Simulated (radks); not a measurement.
The numbers below are computed, except where a source is named.
Species: Ir IV. Configuration: [Xe] 4f11 5d6 6s2 6p1 (not the ground configuration). Code: a radial shooting solver on a logarithmic mesh with Libxc functionals. Model: scalar-relativistic Kohn-Sham, PBE, spin-unpolarised, spherical densities, finite nucleus; Fermi nuclear charge, rms radius 5.4032 fm. Some entries of the table are withheld. Estimate them.

orbital,occ.,eigenvalue (hartree),r(max) (bohr),<1/r> (bohr^-1)
1s,2,-2799.740,0.01082,92.15
2s,2,-492.5043,0.06231,21.58
2p,6,-428.3945,0.05138,19.36
3s,2,-117.8743,(1),8.001
3p,6,-99.11930,0.1746,7.337
3d,10,-78.43207,0.1422,6.915
4s,2,-27.59674,0.3961,3.445
4p,6,-21.38550,0.4156,3.128
4d,10,-13.76108,0.4229,2.814
5s,2,-5.77515,0.8638,1.457
4f,11,-5.28792,0.3857,(2)
5p,6,-4.02231,0.9577,1.265
5d,6,-1.94445,1.147,0.9762
6s,2,-1.41313,1.979,0.5953
6p,1,-1.01659,2.347,0.4917

Answer. 
(1) 3s r(max) (bohr): 0.1757
(2) 4f <1/r> (bohr^-1): 2.425
